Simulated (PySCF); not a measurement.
## Re⁴⁰⁺ (rhenium, charge +40) across methods

[Ar] 3d10 4s2 4p5, 2P determinant. Calculation: PySCF 2.14, in an even-tempered Gaussian basis (19 s from 4.1 bohr⁻², ratio 2.5; 14 p from 5.3 bohr⁻², ratio 2.5; 8 d from 9.5 bohr⁻², ratio 2.5; 4 f from 29 bohr⁻², ratio 2.7; 4 g from 44 bohr⁻², ratio 2.7); the spin-free X2C one-electron Hamiltonian (Gaussian nucleus).

| method | E (hartree) | mean ε 4s β (eV) | mean ε 4p α (eV) | mean ε 4p β (eV) | Σ⟨r²⟩ (bohr²) | ⟨S²⟩ |
| --- | --- | --- | --- | --- | --- | --- |
| B3LYP | -15689.73 | -2148.7 | -1980.1 | -1975.3 | 2.060 | 0.750 |
| PBE0 | -15689.29 | -2150.4 | -1981.4 | -1976.5 | 2.060 | 0.750 |
| UHF | -15686.89031 | -2176.0 | -2001.3 | -1995.4 | 2.062 | 0.751 |
| LDA | -15678.32 | -2141.0 | -1974.0 | -1969.6 | 2.061 | 0.750 |
| PBE | -15689.43 | -2141.3 | -1974.2 | -1969.6 | 2.059 | 0.750 |
| MN15 | -15701.57 | -2149.3 | -1984.3 | -1981.5 | 2.055 | 0.750 |
| r2SCAN | -15689.58 | -2144.1 | -1976.4 | -1971.4 | 2.062 | 0.750 |

Spin-orbit coupling, absent here, splits the open shell strongly.
